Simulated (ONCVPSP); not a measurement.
# silver: one change to an ONCV potential, before and after

```
Element                 : silver (Ag)
Generator               : ONCVPSP 4.0.1
Type                    : optimised norm-conserving Vanderbilt (ONCV)
Functional              : PBE
Relativity              : scalar-relativistic
Frozen core             : [Ar] 3d10
Valence charge          : 19
Reference configuration : 4s2 4p6 4d10 5s0.5 5p0.5
Partial waves           : 4s+5s: rc 1.80 bohr, ncon 3, nbas 6, qcut 7.2 1/bohr, 2 projectors; 4p+5p: rc 1.35 bohr, ncon 4, nbas 8, qcut 12.6 1/bohr, 3 projectors, debl 1.6 Ha; 4d: rc 1.30 bohr, ncon 3, nbas 7, qcut 7.1 1/bohr, local
Local potential         : the d channel
Core correction         : none
```

All-electron outer shells of the reference configuration (PBE, scalar-relativistic, ld1.x):

| shell | level (eV) | outermost node (bohr) | outermost maximum (bohr) |
| --- | --- | --- | --- |
| 3p | -558.54 | 0.15 | 0.32 |
| 3d | -359.52 | – | 0.27 |
| 4s | -96.14 | 0.44 | 0.82 |
| 4p | -59.66 | 0.44 | 0.88 |
| 4d | -8.51 | 0.43 | 1.04 |
| 5s | -5.15 | 1.11 | 2.46 |
| 5p | -1.27 | 1.25 | 3.67 |

Change: all radii scaled by about 1.24 (s 2.24, p 1.68, d 1.62 bohr).

Cutoffs: the cutoffs (Ha) at which the residual kinetic energy of the hardest occupied pseudo-wave falls to 1 and 0.1 mHa per electron; they do not see the model core or the augmentation charge, which bear on the density cutoff. Errors are all-electron minus pseudo energies relative to the spin-unpolarised reference configuration.

Q: What does the change do?

A: The potential gets softer (44 Ha and 113 Ha → 23 Ha and 48 Ha); of the 3 tests that both files solve, the error grows in 1 and shrinks in 0 by more than 15 % and 0.3 meV (median size 1.1 → 1.1 meV); neither file shows a bound ghost. A larger radius leaves more room for a smooth pseudo-wave, so fewer plane waves are needed.

```tsv
quantity	base	changed
cutoff, loose	44 Ha	23 Ha
cutoff, tight	113 Ha	48 Ha
loose cutoff by channel	s 11 Ha, p 44 Ha, d 41 Ha	s 11 Ha, p 21 Ha, d 23 Ha
bound ghosts	none	none
GHOST(+) flags under 300 eV	none	none
tests with a reliable result	3 of 4	3 of 4
error for 4s2 4p6 4d10 5s1 5p0, meV [ΔE -1.88 eV]	+0.3	+0.3
error for 4s2 4p6 4d10 5s0 5p0, meV [ΔE 5.88 eV]	-1.1	-1.1
error for 4s2 4p6 4d9 5s1 5p1, meV [ΔE 6.69 eV]	-4.7	-7.7
```
